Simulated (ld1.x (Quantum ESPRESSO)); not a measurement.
## LDA (PZ) TM dataset for beryllium, scalar-relativistic all-electron reference.

ld1.x (Quantum ESPRESSO) 7.5 input, shortened:

```
&input
   title='Be', zed=4., rel=1, dft='PZ', iswitch=3,
   config='[He] 2s2 2p0 3d-2'
 /
 &inputp
   pseudotype=2, tm=.true., lloc=0,
   nlcc=.false.
 /
3
2P  2  1   0.00   0.00  3.75  3.75  0.0
3D  3  2  -2.00   0.35  3.80  3.80  0.0
1S  1  0   2.00   0.00  0.45  0.45  0.0
 &test
   configts(1)='1s2 2s2 2p0'
 /
```

Occupied shells without a wave of their own: 2s. They enter only through the test configuration that unscreens the potential.

* Cutoffs needed: over 300 Ry and over 300 Ry (the cutoffs (Ry, on a coarse ladder) from which the occupation-weighted sum of valence levels, in a spherical-Bessel basis at the reference potential, stays within 10 and 1 mRy of its value at 400 Ry)
* Ghost test: no extra level below or beside the all-electron valence levels (p, d, s, f tested) (spherical-Bessel basis up to 400 Ry, 20 bohr box)
* Largest excitation error: +266 meV (all-electron minus pseudo) for 1s2 2s0 2p1, out of 7 test configurations
